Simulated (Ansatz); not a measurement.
Vertical singlet–triplet gap (eV) of eight compounds of closed-shell metals: PBE beside PBE0, computed with Ansatz (a quantum-chemistry and plane-wave program) for isolated molecules in the bases named; differences from unrounded values. The eight are the first of their class met in an unordered collection, after screening for sound electronic states; none was chosen by its value. Functionals give these values as differences of separate SCF runs (ΔSCF), EOM-CCSD as a root; each molecule has one DFT geometry for both levels.

| molecule | basis | PBE0 | PBE | difference |
|---|---|---|---|---|
| CH4OSZn, SMILES C[O][Zn][SH] | def2-SVPD | 4.65 | 4.12 | -0.53 |
| AlGe₂H₇, SMILES [GeH3][AlH][GeH3] | def2-SVPD | 3.21 | 3.03 | -0.19 |
| Mg(SiH3)(OSiH3) (H6MgOSi2), SMILES [SiH3][O][Mg][SiH3] | def2-SVPD | 4.58 | 4.39 | -0.19 |
| Mg(Me)(OSiH3) (CH6MgOSi), SMILES [CH3][Mg][O][SiH3] | def2-SVPD | 4.82 | 4.47 | -0.36 |
| Ga(NH2)3 (GaH6N3), SMILES [NH2][Ga]([NH2])[NH2] | def2-SVPD | 5.04 | 4.45 | -0.60 |
| Zn(SiH3)(OSiH3) (H6OSi2Zn), SMILES [O]([SiH3])[Zn][SiH3] | def2-SVPD | 5.31 | 5.09 | -0.22 |
| Al(F)(OMe)(SiH3) (CH6AlFOSi), SMILES C[O][Al]([F])[SiH3] | def2-SVPD | 5.02 | 4.84 | -0.18 |
| C2H5AlClF, SMILES C[CH2][Al]([F])[Cl] | def2-SVPD | 6.03 | 5.59 | -0.44 |

PBE lies below PBE0 in 8 and above it in 0 of the eight; the mean signed difference is -0.34 and the largest -0.60 eV.
